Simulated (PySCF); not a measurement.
## C⁺: excitation energy

C⁺ [He] 2s2 2p1 (2P) → C⁺ [He] 2s1 2p1 3s1 (4P), as a difference of total energies. All numbers are calculated (PySCF 2.14, no relativity, point nucleus, in aug-cc-pwCVDZ). Correlated levels: valence and next inner shell: nothing frozen. The calculations carry no spin-orbit coupling.

```
                                method  excitation energy (eV)
                                   UHF                  18.907
    MP2 (valence and next inner shell)                  19.971
SCS-MP2 (valence and next inner shell)                  20.243
   CCSD (valence and next inner shell)                  20.516
CCSD(T) (valence and next inner shell)                  20.540
  CCSDT (valence and next inner shell)                  20.546
```

Q: How much does correlation contribute at CCSD(T) (valence and next inner shell)?

A: 20.540 − (18.907) = 1.633 eV, measured against UHF.

The promoted electron is Rydberg-like, and one or two diffuse shells describe it only roughly, which tends to raise the upper state.
